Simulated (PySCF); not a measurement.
## Distorted geometries of [TaO(OH)4]−

[TaO(OH)4]− (singlet). PySCF 2.14.0, RKS r2SCAN, Ta def2-SVP with ECP60, O def2-SVP, H def2-SVP; non-relativistic Hamiltonian with scalar-relativistic core potentials where named; density fitting; no spin-orbit coupling. Relaxed geometry:

```xyz
10

Ta    0.0631    0.0878   -0.2429
O    -0.0655   -0.2714    1.5175
O     0.0824   -0.1012   -2.2597
H    -0.3433   -0.8513   -2.6885
O     2.0449    0.1084   -0.2177
H     2.3172    0.0439    0.7068
O    -0.7501    1.8854   -0.1853
H    -0.9179    2.1119    0.7384
O    -1.1167   -1.5233   -0.5128
H    -1.3140   -1.8269    0.3842
```

Problem. Order these distorted geometries by energy above the relaxed one, lowest first.
A.
```xyz
10

Ta   -0.1354   -0.0113   -0.2085
O    -0.0282   -0.3273    1.4642
O     0.0705   -0.1459   -2.1650
H    -0.3067   -1.0183   -2.6403
O     1.9833    0.1092   -0.2252
H     2.3675    0.1035    0.6508
O    -0.7086    1.9986   -0.1537
H    -0.9023    2.3308    0.7652
O    -1.2184   -1.6362   -0.6369
H    -1.1218   -1.7398    0.3894
```
B.
```xyz
10

Ta    0.1413    0.1427   -0.2348
O    -0.0802   -0.4620    1.4879
O     0.0731   -0.0545   -2.2219
H    -0.3725   -1.0639   -2.7319
O     1.9633    0.1288   -0.2399
H     2.3821    0.1081    0.7310
O    -0.6693    2.0302   -0.1851
H    -0.9833    2.1369    0.8330
O    -1.2006   -1.5670   -0.6540
H    -1.2540   -1.7360    0.4557
```
C.
```xyz
10

Ta    0.0951    0.1189   -0.2132
O    -0.0674   -0.2922    1.5366
O     0.0686   -0.0883   -2.2882
H    -0.3578   -0.8370   -2.6956
O     2.0642    0.0964   -0.1748
H     2.3551    0.0553    0.7121
O    -0.7689    1.8846   -0.1969
H    -0.9302    2.0806    0.7345
O    -1.0972   -1.5156   -0.5477
H    -1.3613   -1.8393    0.3732
```

Solution. C (0.15 eV), A (1.46 eV), B (2.54 eV).

Problem. Which forces (eV/Å) act in the one that lies 0.15 eV up?

Solution. 
```
Ta  -0.80 -1.47 -1.07
O    0.01  0.33 -0.40
O    0.49  0.70  1.15
H   -0.28 -0.45 -0.10
O   -0.40  0.26 -1.74
H    0.58 -0.13  1.70
O    0.12  0.08  0.16
H   -0.11  0.15  0.08
O   -0.18 -0.12  1.90
H    0.58  0.64 -1.69
```
Forces carry noise of the integration grid, about 0.01 to 0.03 eV/Å.

No frequency check is given that shows the relaxed geometry to be a minimum.
